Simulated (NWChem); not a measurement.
A series in which one site is exchanged, each optimised at PBE0/def2-SVP with NWChem, gas phase unless a solvent is named. Some are not confirmed as minima by frequencies. def2 effective core potentials on In, I; no spin-orbit coupling.

A: [InH2][I] (InH$_{2}$I; site = I)
B: [Cl][InH2] (InH₂Cl; site = Cl)
C: [F][InH2] (InH2F; site = F)
D: [InH3] (InH3; site = H)

Problem. Rank them by lowest singlet excitation, B3LYP/def2-SVPD, TDA (eV), lowest first.

Solution. A (3.73), B (4.64), D (4.72), C (5.27)
